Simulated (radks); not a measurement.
Initial-state core-level shifts of the chlorine ion Cl+ when its valence configuration changes from [Ne] 3s2 3p4. Method: Dirac Kohn-Sham, LDA (Slater exchange, Perdew-Wang correlation), spin-unpolarised, spherical densities, finite nucleus; open shells are shared between the two j in proportion to 2j + 1; Fermi nuclear charge, rms radius 3.3654 fm; computed with a radial shooting solver on a logarithmic mesh with Libxc functionals. Shifts are changes of the shell-averaged eigenvalues in eV (positive: less bound); the change of the density at the nucleus, which sets a Mossbauer isomer shift, is in e/bohr^3, on a base of 3567.

valence          1s      2s      2p  density at nucleus
3s1.5 3p4.5  -0.631  -0.640  -0.625             -7.0005
3s1 3p5      -1.245  -1.265  -1.236            -14.1015
3p6          -2.426  -2.477  -2.418            -28.5913
3s0.5 3p5.5  -1.844  -1.877  -1.834            -21.2995
